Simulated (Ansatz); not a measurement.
C$_{3}$H$_{9}$ClSi, charge -1, doublet, at the geometry of the source list (a state made from the parent by changing its charge; the spin is typed, not shown lowest) (a gas-phase anion, which may not be bound at this level); MP2 on PBE0/STO-3G (Ansatz, an electronic-structure program).

Here is a job for Ansatz.
Ansatz 0.2 input:
```yaml
crystal:
  periodic: [false, false, false]
  atoms:
    - {symbol: C, position_ang: [-0.75380000, 1.60670000, -0.38300000]}
    - {symbol: Si, position_ang: [0.15680000, 0.12590000, 0.39550000]}
    - {symbol: C, position_ang: [1.63070000, -0.40330000, -0.68880000]}
    - {symbol: C, position_ang: [-1.03810000, -1.33280000, 0.66510000]}
    - {symbol: Cl, position_ang: [0.87940000, 0.70570000, 2.21790000]}
    - {symbol: H, position_ang: [-1.15930000, 1.35190000, -1.35720000]}
    - {symbol: H, position_ang: [-1.57990000, 1.93560000, 0.24100000]}
    - {symbol: H, position_ang: [-0.08860000, 2.45500000, -0.51560000]}
    - {symbol: H, position_ang: [2.17510000, -1.22960000, -0.24070000]}
    - {symbol: H, position_ang: [1.30140000, -0.72230000, -1.67280000]}
    - {symbol: H, position_ang: [2.33400000, 0.41300000, -0.82630000]}
    - {symbol: H, position_ang: [-1.45270000, -1.68150000, -0.27560000]}
    - {symbol: H, position_ang: [-1.86870000, -1.05060000, 1.30580000]}
    - {symbol: H, position_ang: [-0.53620000, -2.17380000, 1.13480000]}
basis:
  gaussian:
    orbitals: STO-3G
hamiltonian:
  xc: pbe0
total_charge: -1
magnetization: {spin_polarized: true, initial_magnetization: 1}
correlation: {method: mp2}
```

Question: What does Ansatz print? Leave out banner, timings and long lists.

Answer: 
```
Functional definition: PBE0
531 factors; integrals over basis functions are off by at most 2.7e-5 eV
mean field evaluation 1: about -23376.1670 eV, gradient 8.2e0 eV
mean field evaluation 2: about -23376.1379 eV, gradient 8.2e0 eV
mean field evaluation 4: about -23376.7702 eV, gradient 2.8e-1 eV
mean field evaluation 8: about -23376.7732 eV, gradient 4.9e-2 eV
mean field evaluation 16: about -23376.7733 eV, gradient 7.3e-6 eV
mean field -23376.77331805 eV, -859.0805740924 hartree, gradient 7.2e-6 eV, S^2 0.750569; 2 other end points of the search recorded, 0 dependent functions left out
13 core orbitals not correlated
reference -23331.48311055 eV, -857.4161896655 hartree; 17, 16 occupied and 12, 13 virtual orbitals, 531 factors
second order -5.23666161 eV of doubles, -0.19508038 eV of singles
Total energy: -23336.91485255 eV, -857.6158025021 hartree
```
